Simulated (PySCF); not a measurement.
Isomers of C7H10NP, from PySCF 2.14.0, PBE0-D3(BJ)/def2-SVP geometry optimisation, gas phase. One conformer each, no zero-point energy, no frequencies.

Task: Which is lowest in electronic energy at this level?
A. `[CH3:1][CH:2]([CH3:3])[c:4]1[n:5][cH:6][cH:7][cH:8][p:9]1` with C1–C2–C4–N5 -62°: A = 2503, B = 1049, C = 879.4 MHz, dipole 1.29 D
B. `[CH3:1][c:2]1[cH:3][n:4]([CH:5]2[CH2:6][CH2:7]2)[cH:8][p:9]1` with C3–N4–C5–C6 130°: A = 3076, B = 904.8, C = 731.8 MHz, dipole 3.69 D
C. `[CH3:1][P:2]([CH3:3])[c:4]1[cH:5][cH:6][cH:7][cH:8][n:9]1` with C1–P2–C4–C5 -71°: A = 2885, B = 967.1, C = 796.0 MHz, dipole 1.92 D

Result: C. That is `CP(C)c1ccccn1`, 6.4 kcal/mol below the next.

```json
{"SMILES": "CP(C)c1ccccn1", "mapped SMILES": "[CH3:1][P:2]([CH3:3])[c:4]1[cH:5][cH:6][cH:7][cH:8][n:9]1", "E (Eh)": "-668.02563", "relative (kcal/mol)": "0.0", "relative (kJ/mol)": "0.0", "dipole (D)": "1.92"}
{"SMILES": "CC(C)c1ncccp1", "mapped SMILES": "[CH3:1][CH:2]([CH3:3])[c:4]1[n:5][cH:6][cH:7][cH:8][p:9]1", "E (Eh)": "-668.01537", "relative (kcal/mol)": "6.4", "relative (kJ/mol)": "27.0", "dipole (D)": "1.29"}
{"SMILES": "Cc1cn(C2CC2)cp1", "mapped SMILES": "[CH3:1][c:2]1[cH:3][n:4]([CH:5]2[CH2:6][CH2:7]2)[cH:8][p:9]1", "E (Eh)": "-667.99518", "relative (kcal/mol)": "19.1", "relative (kJ/mol)": "79.9", "dipole (D)": "3.69"}
```

As drawn, the highest has a three-membered ring, which the lowest lacks.
